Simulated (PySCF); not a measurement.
Isomers of C5H11B, from PBE0-D3(BJ)/def2-SVP geometry optimisation, gas phase in PySCF 2.14.0. One conformer each, no zero-point energy, no frequencies.

Problem. Which isomer lies lowest at this level?
A. `[BH2:1]/[CH:2]=[C:3](/[CH3:4])[CH2:5][CH3:6]` with C2–C3–C5–C6 -97°: A = 4072, B = 2949, C = 1922 MHz, dipole 2.42 D
B. `[BH2:1][CH:2]1[CH2:3][CH2:4][CH2:5][CH2:6]1` with H–B1–C2–C3 -27° and 159°, B1–C2–C3–C4 -174°, C2–C3–C4–C5 17°, C3–C4–C5–C6 7°, C4–C5–C6–C2 -29°: A = 6332, B = 3029, C = 2236 MHz, dipole 0.74 D
C. `[BH:1]1[CH2:2][CH2:3][CH2:4][CH2:5][CH2:6]1` with C6–B1–C2–C3 19°, B1–C2–C3–C4 -38°, C2–C3–C4–C5 60°, C3–C4–C5–C6 -60°: A = 4504, B = 4161, C = 2399 MHz, dipole 0.49 D

Solution. C. That is `B1CCCCC1`, 18.6 kcal/mol below the next.

```
     SMILES                                 mapped SMILES      E (Eh)  relative (kcal/mol)  relative (kJ/mol)  dipole (D)
   B1CCCCC1   [BH:1]1[CH2:2][CH2:3][CH2:4][CH2:5][CH2:6]1  -221.58130                  0.0                0.0        0.49
   BC1CCCC1   [BH2:1][CH:2]1[CH2:3][CH2:4][CH2:5][CH2:6]1  -221.55160                 18.6               78.0        0.74
B/C=C(/C)CC  [BH2:1]/[CH:2]=[C:3](/[CH3:4])[CH2:5][CH3:6]  -221.53905                 26.5              110.9        2.42
```

As drawn, the highest has a C=C bond outside aromatic rings, which the lowest lacks.
